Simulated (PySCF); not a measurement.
This script is equivalent to a calculation on Ar²⁺ (argon, charge +2).

```python
from pyscf import gto, scf, dft, mp, cc
import basis_set_exchange as bse
mol = gto.M(atom="Ar 0 0 0", charge=2, spin=2, symmetry="D2h",
            basis=gto.basis.parse(bse.get_basis("cc-pV(T+d)Z", elements=["Ar"], fmt="nwchem", header=False)))
mf = scf.UHF(mol)
mf.irrep_nelec = {'Ag': (3, 3), 'B1u': (2, 1), 'B2u': (2, 2), 'B3u': (2, 1)}
mf.kernel()
```

Q: What total energy does it give?

A: -525.30838 hartree (calculated).

Q: Which occupied shell lies highest, and where?

A: 3p β, at -40.424 eV.

Q: What is ⟨S²⟩, and what would a pure spin state give?

A: 2.010, against 2.00.
